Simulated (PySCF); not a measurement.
B3LYP has the VWN-RPA correlation part, as in Gaussian. 

```xyz
4

B      0.0000     0.0000    -0.0001
H     -0.8525    -0.8291     0.0000
H     -0.2917     1.1528    -0.0001
H      1.1443    -0.3238     0.0002
```

Charge 0, multiplicity 1.

Task: Give the Mulliken and meta-Löwdin atomic charges from PySCF with B3LYP-D3(BJ)/def2-TZVP.

Result: 
| atom | Mulliken (e) | meta-Löwdin (e) |
|---|---|---|
| B1 | -0.03 | -0.05 |
| H2 | 0.01 | 0.02 |
| H3 | 0.01 | 0.02 |
| H4 | 0.01 | 0.02 |
